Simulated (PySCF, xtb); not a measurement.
C₃H₇BF₂O, SMILES O[C@@H](B(CF)F)C. One conformer was computed; it need not be the lowest.

Harmonic wavenumbers (cm⁻¹) from GFN2-xTB run with xtb 6.7.1 at its own minimum, in rising order: 41, 89, 123, 170, 212, 240, 321, 381, 404, 456, 511, 659, 767, 929, 1001, 1014, 1050, 1077, 1143, 1181, 1192, 1260, 1274, 1329, 1344, 1397, 1413, 1485, 1495, 2805, 2918, 2936, 3012, 3042, 3064, 3526.

### Question
What does PySCF with PBE-D3(BJ)/def2-SVP give at its own minimum? (The exact figures need the calculation; the answer reports its results.)

### Answer
59, 102, 151, 176, 229, 283, 318, 387, 409, 461, 527, 654, 802, 884, 967, 1021, 1049, 1076, 1138, 1186, 1199, 1246, 1268, 1322, 1354, 1376, 1393, 1423, 1446, 2848, 2929, 2957, 2973, 3042, 3078, 3689. Paired by order, the mean absolute difference is 22 cm⁻¹ and the zero-point energies are 64.7 and 64.9 kcal/mol.
